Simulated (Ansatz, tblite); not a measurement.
Isomers of Ge$_{2}$Se$_{3}$⁻ (doublet), found by a short tight-binding search and relaxed with r2SCAN-D4/def2-SVPD in Ansatz.

The xTB rows come from tblite. Correlated methods freeze 45 core orbitals; core or outer-core shells of Ge, Se are correlated, in sets that lack core-valence functions.

B: At MP2/def2-TZVPD the charge -1 doublet is spin-contaminated (final ⟨S²⟩ up to 0.83, 0.75 for a pure state).

Other spin states weren't relaxed.

A:

Cartesian coordinates in Å:
```
Ge 1.8686 1.3471 -0.2560
Ge -0.5936 -0.7239 0.5597
Se -2.5373 -1.4089 -0.3318
Se -0.2134 1.7204 0.8352
Se 1.4757 -0.9347 -0.8071
```

B:

```xyz
5

Ge    0.5835   -0.8274    0.8843
Ge   -0.5835    0.8276   -0.8844
Se    1.6963    1.2180    0.0204
Se   -0.1434   -1.5678   -1.3722
Se   -1.5529    0.3495    1.3519
```

**Question.** Estimate their order by electronic energy at PBE-QIDH/def2-TZVPD, counted from the lowest.

**Answer.** B (0.00) < A (0.48), in eV.

**Question.** Do the other levels pick the same lowest one?

**Answer.** Not HF/def2-TZVPD. Energies above each level's lowest (eV):

```
                 level     A     B
              GFN2-xTB  0.32  0.00
         HF/def2-TZVPD  0.00  0.13
LDA (SPW92)/def2-TZVPD  0.46  0.00
     PBE-D4/def2-TZVPD  0.35  0.00
  r2SCAN-D4/def2-TZVPD  0.32  0.00
    PBE0-D4/def2-TZVPD  0.39  0.00
   PBE-QIDH/def2-TZVPD  0.48  0.00
    RPA@PBE/def2-TZVPD  0.38  0.00
        MP2/def2-TZVPD  0.64  0.00
```
Point groups (tolerance 0.1 Å): A Cs, B D3h. Lower isomers may exist.
